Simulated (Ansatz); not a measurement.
Reaction (ligand exchange at the Si–N bond): `CO[SiH2]N[SiH2]F` + CH₃OH → `CO[SiH2]F` + `CO[SiH2]N`

Gas-phase electronic energies from Ansatz, PBE0-D4/def2-TZVP geometries. CCSD(T)/CBS adds triple-zeta CCSD(T) − MP2 to the extrapolated MP2 energy (def2 sets, frozen cores). This one scheme is used for every species. DFT in def2-TZVPP. B3LYP here is the variant with VWN-RPA as its local correlation; programs differ in this. One conformer a species, not always the lowest.

| level | ΔE (kJ/mol) | difference from CCSD(T)/CBS |
| --- | --- | --- |
| PBE-D4 | -34.4 | 2.0 |
| r2SCAN-D4 | -38.5 | -2.1 |
| PBE0-D4 | -33.9 | 2.5 |
| B3LYP-D4 | -39.2 | -2.8 |
| ωB97X-V | -38.5 | -2.1 |
| ωB97M-V | -38.1 | -1.7 |
| B2PLYP | -41.1 | -4.7 |
| PBE | -36.2 | 0.2 |
| r2SCAN | -39.1 | -2.7 |
| PBE0 | -35.6 | 0.8 |
| B3LYP | -42.1 | -5.7 |
| HF/def2-TZVPP | -43.6 | -7.2 |
| MP2/def2-TZVPP | -37.7 | -1.3 |
| SCS-MP2/def2-TZVPP | -38.8 | -2.4 |
| CCSD/def2-TZVPP | -37.4 | -1.0 |
| CCSD(T)/def2-TZVPP | -36.6 | -0.2 |
| HF/def2-QZVPP | -43.9 | -7.5 |
| MP2/def2-QZVPP | -37.7 | -1.3 |
| SCS-MP2/def2-QZVPP | -38.8 | -2.4 |
| HF/CBS(def2) | -44.0 | -7.6 |
| MP2/CBS(def2) | -37.5 | -1.1 |
| CCSD/CBS(def2) | -37.2 | -0.8 |
| CCSD(T)/CBS | -36.4 | 0 |

Largest T1 diagnostic among the species: 0.011.

In def2-TZVPP, CCSD(T) changes the Hartree–Fock value by +7.1 kJ/mol (the triples alone add +0.8 kJ/mol) and MP2 by +6.0 kJ/mol.
